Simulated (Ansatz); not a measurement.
System: sum formula CuOClH$_{2}$ (charge 0, singlet). SMILES: [OH2]->[Cu][Cl]
Coordinates optimised at B3LYP-D3(BJ)/def2-TZVP (Ansatz, a quantum-chemistry and plane-wave program):
```
Cu
O 1 1.9703
H 2 0.9652 1 115.32
H 2 0.9652 3 107.32 1 -130.03
Cl 1 2.0885 3 159.70 2 178.92
```
Charge 0, spin multiplicity 1.

Quantity: atomisation energy (electronic, to ground-state atoms), in kJ/mol. Cores are frozen in the correlated levels unless marked. Open shells are spin-unrestricted. No spin-orbit coupling. The frozen core is the preceding noble-gas configuration, with the filled d and f shells of earlier blocks. Non-relativistic. The coupled-cluster limit lacks core correlation, which all-electron functionals hold. CBS(X,Y): correlation extrapolated as X^-3; Hartree-Fock from the larger set. The bracket is a focal-point correction in the basis named.

```csv
level,program,atomisation energy (kJ/mol)
PBE-D3(BJ)/def2-TZVPD,Ansatz + dftd3,(withheld)
revPBE-D3(BJ)/def2-TZVPD,Ansatz + dftd3,1401.7
HSE06-D3(BJ)/def2-TZVPD,Ansatz + dftd3,(withheld)
wB97X-V/def2-TZVPD,Ansatz,1439.5
B2GP-PLYP-D3(BJ)/def2-TZVPD,Ansatz + dftd3,1418.9
CCSD/def2-TZVPP,Ansatz,1378.2
"RI-MP2/CBS(def2-TZVPPD,def2-QZVPPD)+[CCSD(T)-MP2]/def2-TZVPPD",Ansatz,(withheld)
```

**Question.** What belongs in the gaps?

**Answer.** 
- PBE-D3(BJ)/def2-TZVPD, atomisation energy (kJ/mol): 1457.9
- HSE06-D3(BJ)/def2-TZVPD, atomisation energy (kJ/mol): 1411.3
- RI-MP2/CBS(def2-TZVPPD,def2-QZVPPD)+[CCSD(T)-MP2]/def2-TZVPPD, atomisation energy (kJ/mol): 1462.9
